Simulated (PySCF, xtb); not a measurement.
C₃H₇FOSi, SMILES C/C(=C\F)[SiH2]O.

GFN2-xTB run with xtb 6.7.1 at its own geometry gives an orbital gap of 4.64 eV and a dipole moment of 2.02 D.

The structure is a stationary point at PBE0-D3(BJ)/def2-SVP. The structure was generated by enumeration; whether it is a known compound was not checked. Other conformers were not sampled.

Q: What does PySCF with B3LYP/def2-TZVP give? (The exact figures need the calculation; the answer reports its results.)

A: gap 6.88 eV (levels -7.15 and -0.27 eV), dipole 1.35 D.
